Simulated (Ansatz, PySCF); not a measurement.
Process, species as SMILES: FB(F)[SiH3] [difluoroboranylsilane] → FB(F)[SiH2-] + H+
Each molecule is optimised on its own at B3LYP-D3(BJ)/def2-TZVP (Ansatz, a program for electronic structure), one conformer each, not searched for the lowest.

Quantity: gas-phase deprotonation energy (0 K, with B3LYP-D3(BJ) harmonic zero-point energies from PySCF), in kJ/mol. Cores are frozen in the correlated levels unless marked. Spin-orbit coupling is left out. No relativistic terms. Anions need diffuse functions: aug- sets have them; def2-D sets add few; the other sets have none. Basis-set limits of correlation are two-point, X^-3; Hartree-Fock from the larger set.

Level to compare with: CCSD(T)/CBS(aug-cc-pV(T+d)Z,aug-cc-pV(Q+d)Z) (Ansatz), 1490.1 kJ/mol. It is a level with limits of its own, and the differences hold the functionals' basis error too.

Problem. Rank these functionals by how close they come to CCSD(T)/CBS(aug-cc-pV(T+d)Z,aug-cc-pV(Q+d)Z), closest first: SVWN5/def2-TZVPD (Ansatz); wB97M-V/def2-TZVPD (Ansatz); r2SCAN/def2-TZVPD (Ansatz).

Solution. r2SCAN/def2-TZVPD (meta-GGA, 1482.8 kJ/mol, difference -7.3), wB97M-V/def2-TZVPD (range-separated hybrid meta-GGA with VV10, 1476.4 kJ/mol, difference -13.7), SVWN5/def2-TZVPD (LDA, 1429.3 kJ/mol, difference -60.8)
